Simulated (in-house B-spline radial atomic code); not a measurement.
RPA and G0W0 for Ge3+, [Ar] 3d10 4s1, highest spin, as one setting changes: the radius of a hard wall (bohr). Start: PBE. A dash marks a level of low quasi-particle weight. Computed with a B-spline radial code for spherical atoms: all electrons, non-relativistic, point nucleus, each spin shell either full or empty, empty states to l = 9 with an (l + 1/2)⁻⁴ tail; G0W0 by contour deformation at full frequency.

| radius of a hard wall (bohr) | mean-field level (eV) | G0W0 level (eV) | RPA correlation (Eh) |
| --- | --- | --- | --- |
| 2 | 2.121 | 4s up -5.966 | -2.2074 |
| 2.5 | ? | ? | ? |
| 3 | -35.49 | 4s up -41.89 | -2.2049 |
| 3.5 | ? | ? | ? |
| 4 | -39.92 | 4s up -45.66 | -2.196 |
| 5 | -40.47 | 4s up -46.00 | -2.1933 |
| 6 | -40.52 | 4s up -46.01 | -2.1926 |
| 8 | -40.53 | 4s up -46.01 | -2.1922 |
| 12 | -40.53 | 4s up -46.01 | -2.1919 |

What belongs in the row for 2.5?

mean-field level (eV): -26.248; G0W0 level (eV): 4s up -33.29; RPA correlation (Eh): -2.2103.

What belongs in the row for 3.5?

mean-field level (eV): -38.75; G0W0 level (eV): 4s up -44.73; RPA correlation (Eh): -2.1995.
